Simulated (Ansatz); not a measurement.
Geometry optimisation, RKS B3LYP/STO-3G (Ansatz 0.2.0).

The input (input.yaml):

```yaml
crystal:
  periodic: [false, false, false]
  atoms:
    - { symbol: Si, position_ang: [0.0, 0.0, 0.0] }
    - { symbol: H, position_ang: [0.0, 0.0, 1.46] }
    - { symbol: Si, position_ang: [2.0935, 0.0, -0.7393] }
    - { symbol: H, position_ang: [2.5508, -1.3762, -0.9079] }
    - { symbol: H, position_ang: [2.1573, 0.6939, -2.0222] }
    - { symbol: H, position_ang: [2.951, 0.6823, 0.2255] }
    - { symbol: O, position_ang: [-0.7913, 1.3709, -0.5594] }
    - { symbol: C, position_ang: [-2.1512, 1.4177, -0.9653] }
    - { symbol: H, position_ang: [-2.7687, 0.8215, -0.2614] }
    - { symbol: H, position_ang: [-2.5023, 2.4707, -0.9639] }
    - { symbol: H, position_ang: [-2.2473, 0.9975, -1.9882] }
    - { symbol: H, position_ang: [-0.6877, -1.1914, -0.4862] }
basis:
  gaussian: { orbitals: STO-3G }
hamiltonian:
  xc: b3lyp
relax:
  f_tol: 0.02
  max_steps: 40
output:
  orbitals: {}
```

Run as:

```bash
$ ansatz run input.yaml --threads 1 --pin off --max-ram 2048MiB --backend cpu --events-out ev --progress --plain --runs-dir out
```

Question: Where does it end, and by what steps?

Answer: The forces met the threshold. The force dipped under the threshold on the way, but the program's further checks kept it going. Limits of this set-up: minimal basis. After 17 steps the energy has fallen by 0.370 eV; H11 moved furthest, 0.81 Å.

```tsv
step	energy less start (eV)	largest force component (eV/Å)	accepted
0	0.0000	2.055	yes
1	-0.1964	1.124	yes
2	-0.2595	0.546	yes
3	-0.3116	0.275	yes
4	-0.3194	0.517	yes
5	-0.3577	0.120	yes
6	-0.3649	0.041	yes
7	-0.3592	0.380	no
8	-0.3588	0.227	no
9	-0.3668	0.016	yes
10	-0.3685	0.081	yes
11	-0.3690	0.036	yes
12	-0.3694	0.003	yes
13	-0.3698	0.030	yes
14	-0.3693	0.075	no
15	-0.3699	0.025	yes
16	-0.3700	0.031	yes
17	-0.3700	0.018	yes
```

```xyz
12
Properties=species:S:1:pos:R:3
Si -0.055 -0.078 -0.412
H -0.427 -0.380 0.960
Si 2.188 0.018 -0.672
H 2.783 -1.248 -0.305
H 2.549 0.297 -2.043
H 2.771 1.041 0.165
O -0.705 1.464 -0.874
C -2.159 1.458 -0.725
H -2.497 1.285 0.323
H -2.529 2.457 -1.033
H -2.668 0.700 -1.365
H -0.647 -1.127 -1.226
```

Whether the end is a true minimum wasn't checked by a vibrational analysis.

Run time: 15 s on 1 thread of AMD EPYC 9R45 96-Core Processor (Zen 5) (shared host), peak memory 0.14 GiB.
